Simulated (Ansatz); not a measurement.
Basis-set extrapolation for `[NH2][K]` (PBE0-D4/def2-TZVP geometry, frozen core, the Gaussian-basis code of Ansatz). Multiplicity 1, RHF reference. For K the program correlates outer-core shells too, which these sets cover unevenly, so the extrapolated numbers aren't a true limit.

```tsv
	def2-TZVPP	def2-QZVPP
HF	-654.763922	-654.781046
MP2 correlation	-0.402070	-0.470633
CCSD(T) correlation	-0.430900	-0.509302
```

Energies in hartree. Use E(X) = E(∞) + A·exp(−7.88·√X) for Hartree–Fock and E(X) = E(∞) + B·X^(−2.97) for correlation, with X = 3 and 4.

Problem. What is the CCSD(T) energy at the basis-set limit?

Solution. HF limit: -654.781046 + (-0.017124) × 0.13774 = -654.78340. Correlation limit: -0.509302 + (-0.078402) × 0.74074 = -0.56738. Total: -655.35078 hartree, 4.24 eV below CCSD(T)/def2-TZVPP.
